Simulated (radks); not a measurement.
These are the eigenvalues of the occupied orbitals of an atom or ion with whole-number occupations (eV). All-electron calculation, scalar-relativistic Kohn-Sham, LDA (Slater exchange, Perdew-Wang correlation), spin-polarised, spherical densities, finite nucleus; Fermi nuclear charge, rms radius of each element as measured or else 0.836 A^(1/3) + 0.57 fm. Program: a radial shooting solver on a logarithmic mesh with Libxc functionals.

| orbital | eigenvalue |
|---|---|
| 1s up | -5566.101 |
| 1s down | -5564.858 |
| 2s up | -807.6144 |
| 2s down | -806.3355 |
| 2p up | -710.8640 |
| 2p down | -709.3192 |
| 3s up | -244.7990 |
| 3s down | -239.6852 |
| 3p up | -216.9275 |

Which element is it, and in what charge state? The configuration may be excited. Open shells, if any, are filled with parallel spins first.

Answer. Z = 23, vanadium, charge +9: V9+ in [Ne] 3s2 3p2. The list shows which subshells hold electrons but not how many an open one holds; the 1s level, -204.55 hartree, gives Z - s = 20.2 by -(Z - s)^2/2, which with screening and relativity narrows Z to a few neighbours, and the depths of the outer levels then fix element, charge and occupations together.
